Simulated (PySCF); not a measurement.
**Correlation energy of F²⁺ (fluorine, charge +2)**

[He] 2s2 2p3, high-spin 4S determinant. Computed with PySCF 2.14 in Sapporo-DZP-2012, with the spin-free X2C one-electron Hamiltonian (Gaussian nucleus). Frozen: 1s2; 5 electrons correlated.

MP2 pair energies summed by pair of shells (mhartree):

```
 pair  energy  share (%)
2s-2p  -51.37       68.1
2p-2p  -16.56       21.9
2s-2s   -7.54       10.0
```

Total MP2 correlation energy: -75.47 mhartree.

Same-spin part -19.94 and opposite-spin part -55.53 mhartree; SCS-MP2 scales them by 1/3 and 6/5 to -73.28 mhartree.

| level | correlation energy (mhartree) |
| --- | --- |
| CCSD | -90.76 |
| (T) | -0.46 |
| CCSD(T) | -91.22 |

Diagnostics: T1 = 0.0033, D1 = 0.0058, largest double amplitude 0.036.

Is a single reference adequate?

Yes: T1 lies below 0.03 and no double amplitude reaches 0.07.
